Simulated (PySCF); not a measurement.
Species: C₂H₂BrCl.
Cartesian coordinates in Å at the PBE0-D3(BJ)/def2-SVP level; atoms count from 1:
```xyz
6
C2H2BrCl angstrom
Cl    -2.304    0.287    0.051
C     -0.724   -0.393    0.052
C      0.370    0.367    0.038
Br     2.088   -0.374    0.039
H     -0.696   -1.485    0.066
H      0.338    1.458    0.025
```

Method used: MP2 and CCSD/aug-cc-pVDZ in PySCF, restricted Hartree–Fock reference, frozen core, non-relativistic, gas phase, PBE0-D3(BJ)/def2-SVP geometry.

E(HF) = -3108.76820 Eh.

(1) How large is the problem?

(2) What are the MP2 and CCSD correlation energies?

(3) What is the T1 diagnostic?

Answers

(1) 127 basis functions and 66 electrons; 16 orbitals frozen, which leaves o = 17 correlated occupied and v = 94 virtual orbitals. That is o·v = 1598 singles and o·v(o·v + 1)/2 = 1277601 distinct closed-shell doubles amplitudes before symmetry; the costliest CCSD step grows as o²v⁴ = 2.3 × 10^10.

(2) MP2 -0.5634 Eh and CCSD -0.5979 Eh, which gives totals of -3109.33160 and -3109.36609 Eh. That is 0.479 eV for each correlated electron at CCSD (1570 kJ/mol in all, 0.019 % of the total energy); MP2 gives 94.2 % of the CCSD value.

(3) 0.0093, below the customary warning level of 0.02. It is the norm of the spatial-orbital singles amplitudes over the root of the number of correlated electrons, so the norm is 0.054.

No triples correction and no basis-set extrapolation were made.
